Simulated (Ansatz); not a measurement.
Ideal-gas functions of H₆InNSi, SMILES `N[SiH2][InH2]` at 500 K and 1 bar, from an Ansatz frequency run at PBE0-D4/def2-TZVP.

Molar mass 162.96 g/mol, point group C1 (symmetry number 1), electronic degeneracy 1, moments of inertia 35.222, 288.222, 316.442 u Å². Harmonic wavenumbers (cm⁻¹, unscaled): 86, 119, 207, 276, 314, 384, 403, 520, 614, 706, 763, 845, 912, 967, 1584, 1776, 1793, 2130, 2196, 3593, 3689.

Use S(trans) = R[1.5 ln M + 2.5 ln T − 1.1517]; rotational temperatures θ = 24.2544 K / I; S(rot) = R[ln(√π/σ · √(T³/θAθBθC)) + 1.5]; for each mode x = 1.438777 ν̃/T, S = R[x/(eˣ − 1) − ln(1 − e⁻ˣ)] and H = RT x/(eˣ − 1); 1 cm⁻¹ = 0.0119627 kJ/mol; R = 8.31446 J/(mol·K).

Question: By hand: the entropy, in J/(mol·K).

Answer: Translation 183.1. Rotation: θ = 0.6886, 0.0842, 0.0766 K, giving 117.3. Vibration, mode by mode: 19.95, 17.27, 12.74, 10.45, 9.43, 7.89, 7.53, 5.70, 4.59, 3.72, 3.27, 2.71, 2.33, 2.06, 0.49, 0.31, 0.30, 0.13, 0.11, 0.00, 0.00, in all 111.0. Electronic 0.0. Sum 411.4 J/(mol·K).

Question: By hand: H − E and G − E in kJ/mol, counted from the electronic energy.

Answer: Zero-point energy ½ × 23877 × 0.0119627 = 142.8; thermal vibration 28.8; translation, rotation and pV give 4 RT = 16.6. H − E = 188.2 kJ/mol, and G − E = 188.2 − 500 × 411.4/1000 = -17.5 kJ/mol.

Vibration gives 27 % of the entropy, 37.2 J/(mol·K) of it from the modes under 150 cm⁻¹: soft modes count most, and the harmonic formula is weakest for them. The sum counts one conformer and one mirror image; others add a mixing term.
